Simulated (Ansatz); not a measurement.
Consider the ligand exchange at the Si–C bond: `C[SiH](F)CN` + `N=C=O` → `C[SiH](F)N=C=O` + CH₃NH₂.

Calculated with Ansatz (gas phase, PBE0-D4/def2-TZVP geometries, no zero-point term in ΔE). CCSD(T)/CBS is the MP2 limit (def2-TZVPP, def2-QZVPP) plus CCSD(T) − MP2 in def2-TZVPP, frozen cores. This one scheme is used for every species. DFT in def2-TZVPP. B3LYP here is the variant with VWN-RPA as its local correlation; programs differ in this. Each species was taken in one conformer, which may not be the lowest.

| level | ΔE (kcal/mol) | difference from CCSD(T)/CBS |
| --- | --- | --- |
| PBE-D4 | -24.3 | 2.9 |
| B3LYP-D4 | -27.4 | -0.2 |
| ωB97X-V | -26.6 | 0.6 |
| B2PLYP | -28.2 | -1.0 |
| PBE | -24.9 | 2.3 |
| r2SCAN | -27.0 | 0.2 |
| PBE0 | -26.4 | 0.8 |
| HF/def2-TZVPP | -32.8 | -5.6 |
| CCSD(T)/def2-TZVPP | -27.1 | 0.1 |
| MP2/CBS(def2) | -28.1 | -0.9 |
| CCSD(T)/CBS | -27.2 | 0 |

Largest T1 diagnostic among the species: 0.018.

From PBE to PBE0 (25 % exact exchange), in def2-TZVPP and without D4, ΔE moves by −1.6 kcal/mol. In def2-TZVPP, CCSD(T) changes the Hartree–Fock value by +5.7 kcal/mol (the triples alone add +0.8 kcal/mol) and MP2 by +4.7 kcal/mol. The D4 term adds +0.8 kcal/mol with B3LYP and +0.5 kcal/mol with PBE0; it sums over pairs of atoms, weighted by their polarisabilities, and B3LYP, whose exchange is more repulsive, gets the larger term.
